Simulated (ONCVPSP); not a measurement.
lanthanum, ONCV: configuration errors across variants

* Element: La
* Generator: ONCVPSP 4.0.1
* Type: optimised norm-conserving Vanderbilt (ONCV)
* Functional: LDA (Perdew-Zunger)
* Relativity: scalar-relativistic
* Frozen core: [Kr] 4d10
* Valence charge: 11
* Reference configuration: 5s2 5p6 5d1 (charge +2)
* Partial waves: 5s: rc 1.70 bohr, ncon 4, nbas 8, qcut 4 1/bohr, 2 projectors, debl 1.9 Ha; 5p: rc 2.55 bohr, ncon 4, nbas 8, qcut 4.8 1/bohr, 3 projectors, debl 3.6 Ha; 5d: rc 3.30 bohr, ncon 4, nbas 8, qcut 4.9 1/bohr, 2 projectors, debl 2.7 Ha; f scattering state at 0.03 Ha: rc 2.85 bohr, ncon 4, nbas 7, qcut 3.9 1/bohr, 1 projector
* Local potential: polynomial inside 1.30 bohr (lpopt 5, dvloc0 0 Ha)
* Core correction: Teter function, fcfact 6, rcfact 1.3

In the s channel the program set the typed energies aside and used -1.902, 0.250 Ha. In the f channel the program set the typed energies aside and used -0.636 Ha.

All-electron excitation energies from the reference (eV): (1) 5s2 5p6 5d1 6s2 -17.315; (2) 5s2 5p6 5d1 6s1 -11.152; (3) 5s2 5p6 5d0 19.101; (4) 5s2 5p6 5d2 6s1 -16.487.

2 further variants failed, have other tests or another functional or relativity, and are left out.

A true bound ghost makes a file unfit for plane-wave use even where its test errors are small: the radial tests pick states by their node count and pass the ghost by.

Errors AE − PS in meV (a dash: test not solved or not reliable):

```tsv
change	(1)	(2)	(3)	(4)	bound ghosts	GHOST(+) flags above zero
base	-0.6	+0.1	+0.1	+0.4	s	p
local potential polynomial inside 1.45 bohr (lpopt 5, dvloc0 0 Ha)	+2.8	+2.1	+0.1	+1.8	none	s, p
d: ncon 5, nbas 9	-0.6	+0.1	+1.1	+0.6	s	p
all radii but the core radius scaled by about 0.94 (s 1.60, p 2.40, d 3.10, f 2.68 bohr); local potential polynomial inside 1.22 bohr (lpopt 5, dvloc0 0 Ha)	+1.5	+1.2	-0.7	+1.1	s	p, f
core correction Teter function, fcfact 6, rcfact 1.9	-21	-8.7	-65	-33	s	p
f: nproj 3	-0.6	+0.1	+0.1	+0.4	f, s	p
p: rc 2.54	-0.6	+0.1	+0.1	+0.4	s	p
p: qcut 5.3	-0.6	+0.1	0.0	+0.4	s	p
```

(1) Give the same row for: core correction Teter function, fcfact 4.75, rcfact 1.45.

## Answers

(1) -1.0, -0.1, -3.0, -0.3; bound ghosts: s; GHOST(+) flags above zero: p.
